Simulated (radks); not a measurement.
The numbers below are computed, except where a source is named.
Removal energies from neutral iron, [Ar] 3d6 4s2, by Delta-SCF beside the eigenvalue of the level emptied. Level of theory: scalar-relativistic Kohn-Sham, r2SCAN, spin-polarised, spherical densities, finite nucleus; meta-GGA in the generalised Kohn-Sham scheme; Fermi nuclear charge, rms radius of each element as measured or else 0.836 A^(1/3) + 0.57 fm (a radial shooting solver on a logarithmic mesh with Libxc functionals). Open shells are filled with parallel spins first.

| removed from | final configuration | Delta-SCF (eV) | -eigenvalue (eV) |
|---|---|---|---|
| 4s | [Ar] 3d6 4s1 | 7.652 | 5.049 |
| 3d | [Ar] 3d5 4s2 | 10.501 | 4.501 |
| 3p | [Ne] 3s2 3p5 3d6 4s2 | 65.407 | 58.564 |
| 3s | [Ne] 3s1 3p6 3d6 4s2 | 100.77 | 93.867 |
